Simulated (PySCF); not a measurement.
From one molecule to another.

First species: C2H6PSi (charge +1).
SMILES: `C(#C)[SiH2][PH3+]`

Second species: C4H11ClSi.
Bonds: C1–Si2, Si2–C3, C3–C4, C3–C5, C3–Cl6. Hydrogens: H7, H8, H9 on C1; H10, H11 on Si2; H12, H13, H14 on C4; H15, H16, H17 on C5.

Levels: CAM-B3LYP/def2-SVPD for HOMO energy, LUMO energy, HOMO–LUMO gap, static isotropic polarisability and electronic spatial extent ⟨r²⟩ about the centre of nuclear charge; TDDFT CAM-B3LYP/def2-SVPD for lowest singlet excitation; TDA CAM-B3LYP/def2-SVPD for lowest triplet excitation (Tamm–Dancoff); ΔSCF CAM-B3LYP/def2-SVPD for vertical ionisation energy; PBE0-D3(BJ)/def2-SVP for rotational constant A and rotational constant C. Geometries: PBE0-D3(BJ)/def2-SVP. Each structure is a single optimised conformer of the isolated species, non-relativistic unless stated; the electronic structure was computed with PySCF and density fitting.

Dipoles, sizes and rotational constants follow the conformer. The torsions of the flexible species, by atom-mapped SMILES:
- `[CH3:1][SiH2:2][C:3]([CH3:4])([CH3:5])[Cl:6]`: C1–Si2–C3–C4 56°

Q: Which of the two has the higher rotational constant A, and by how much?

A: The first: 7.911 GHz against 2.659 GHz, a difference of 5.252 GHz.

Q: Which of the two has the higher HOMO–LUMO gap, and by how much?

A: The second: 10.27 eV against 9.54 eV, a difference of 0.73 eV.

Q: Which of the two has the higher HOMO energy, and by how much?

A: The second: -9.19 eV against -14.17 eV, a difference of 4.98 eV.

Q: Which has the higher vertical ionisation energy?

A: The first: 15.17 eV against 9.92 eV, a difference of 5.25 eV.

Q: Which of the two has the higher rotational constant C, and by how much?

A: The first: 1.881 GHz against 1.469 GHz, a difference of 0.412 GHz.

Q: Which of the two has the higher T1 energy, and by how much?

A: The second: 6.00 eV against 4.62 eV, a difference of 1.38 eV.

Q: Which has the higher LUMO energy?

A: The second: 1.08 eV against -4.63 eV, a difference of 5.71 eV.

Q: Which has the higher static isotropic polarisability?

A: The second: 90.7 au against 68.6 au, a difference of 22.1 au.

On the first: In wavenumbers S1 is 44100 cm⁻¹ (1 eV = 8065.54 cm⁻¹). The polarisability is 10.17 Å³ as a volume (1 au = 0.148185 Å³), or 1.49 au for each of the 46 electrons.

On the second: The ΔSCF ionisation energy exceeds −ε(HOMO) by 0.73 eV with CAM-B3LYP. S1 lies 3.58 eV below the HOMO–LUMO gap; its leading configuration is HOMO→LUMO+1, weight 0.47, beside HOMO→LUMO, weight 0.27.
